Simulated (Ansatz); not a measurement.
Mulliken charges of AlClFH3Si, SMILES `F[SiH2][AlH][Cl]` from PBE/def2-TZVPP in Ansatz (PBE0-D4/def2-TZVP geometry).

| atom | x (Å) | y (Å) | z (Å) | charge (e) |
| --- | --- | --- | --- | --- |
| F1 | -1.959 | 0.912 | -0.011 | -0.278 |
| Si2 | -0.388 | 0.947 | 0.329 | 0.313 |
| Al3 | 0.703 | -1.150 | -0.361 | 0.426 |
| Cl4 | -0.483 | -2.631 | -1.255 | -0.217 |
| H5 | 0.196 | 2.129 | -0.365 | -0.067 |
| H6 | -0.251 | 1.186 | 1.794 | -0.067 |
| H7 | 2.243 | -1.461 | -0.176 | -0.110 |

**Question.** By hand: the dipole of these point charges (1 e Å = 4.8032 D).

**Answer.** Σ q r = (0.584, 0.063, 0.148) e Å, of length 0.606 e Å = 2.91 D.

**Question.** How does the dipole of the full density compare? (Estimate.)

**Answer.** Computed: (0.335, 0.136, 0.129) e Å, 1.84 D; the point charges give 1.58 times that, at 16° from its direction.

Point charges leave out the atoms' own dipoles, such as those of lone pairs, and Mulliken's split depends on the basis, so the two needn't agree.
